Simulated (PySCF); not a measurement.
# Ne³⁺ (neon, charge +3) across methods

[He] 2s2 2p3, high-spin 4S determinant. Computed with PySCF 2.14 in aug-cc-pVQZ-DK, with scalar relativity by spin-free X2C-1e. The B2PLYP total includes its PT2 part (frozen core); its orbital energies are those of the SCF part.

| method | E (hartree) | mean ε 2s α (eV) | mean ε 2s β (eV) | mean ε 2p α (eV) | Σ⟨r²⟩ (bohr²) | ⟨S²⟩ |
| --- | --- | --- | --- | --- | --- | --- |
| B2PLYP | -124.4317 | -117.20 | -103.40 | -91.630 | 3.634 | 3.752 |
| r2SCANh | -124.4333 | -111.02 | -99.255 | -86.667 | 3.628 | 3.752 |
| UHF | -124.24478 | -126.94 | -106.97 | -98.477 | 3.620 | 3.753 |
| r2SCAN | -124.4319 | -109.22 | -98.223 | -85.286 | 3.630 | 3.752 |
| PBE0 | -124.3714 | -111.67 | -100.68 | -87.607 | 3.639 | 3.751 |
| BLYP | -124.4479 | -106.03 | -98.163 | -83.612 | 3.654 | 3.751 |
| PBE | -124.3481 | -106.32 | -97.923 | -83.731 | 3.652 | 3.751 |
| wB97M-V | -124.4580 | -113.77 | -103.89 | -89.758 | 3.642 | 3.752 |
| LDA | -123.6896 | -105.71 | -97.705 | -83.731 | 3.666 | 3.751 |
